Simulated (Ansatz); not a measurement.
An input meant for C2S2NO4F6²⁻, that is bistriflimide with one electron more (charge -2, doublet).

```yaml
crystal:
  periodic: [false, false, false]
  atoms:
    - {symbol: O, position_ang: [1.947625, 1.760110, 0.769866]}
    - {symbol: S, position_ang: [1.186133, 0.501652, 0.616593]}
    - {symbol: O, position_ang: [0.694550, -0.207031, 1.820911]}
    - {symbol: N, position_ang: [0.135355, 0.694758, -0.616044]}
    - {symbol: S, position_ang: [-1.148080, -0.294379, -0.802277]}
    - {symbol: O, position_ang: [-1.056330, -1.643938, -0.198346]}
    - {symbol: O, position_ang: [-1.640777, -0.147289, -2.189129]}
    - {symbol: C, position_ang: [-2.473913, 0.583512, 0.227851]}
    - {symbol: F, position_ang: [-2.081623, 0.755326, 1.500786]}
    - {symbol: F, position_ang: [-3.607064, -0.153975, 0.230903]}
    - {symbol: D, position_ang: [-2.767485, 1.792393, -0.290728]}
    - {symbol: C, position_ang: [2.455270, -0.688390, -0.133211]}
    - {symbol: F, position_ang: [3.381698, -1.007998, 0.798365]}
    - {symbol: F, position_ang: [1.880695, -1.824543, -0.560476]}
    - {symbol: F, position_ang: [3.093946, -0.120209, -1.175047]}
basis:
  gaussian: {orbitals: def2-SVP, final_grid: {core_spheres: 20, valence_spheres: 16, degree: 47}}
total_charge: -2
magnetization: {spin_polarized: true, initial_magnetization: 1}
hamiltonian: {xc: {name: revPBE0}, dispersion: d4}
accuracy: high
```

```sh
$ ansatz run in.yaml --threads 4 --pin off --events-out ev --progress --plain --max-ram 6963MiB
```

Shortened log:

```
Error: YAML parse error: error: line 14 column 16: `D` is not an element symbol (H … Og, case-exact)
12 |     - {symbol: F, position_ang: [-2.081623, 0.755326, 1.500786]}
13 |     - {symbol: F, position_ang: [-3.607064, -0.153975, 0.230903]}
14 |     - {symbol: D, position_ang: [-2.767485, 1.792393, -0.290728]}
15 |     - {symbol: C, position_ang: [2.455270, -0.688390, -0.133211]}
16 |     - {symbol: F, position_ang: [3.381698, -1.007998, 0.798365]}
```

In this input an element symbol is wrong. The program refused the input.
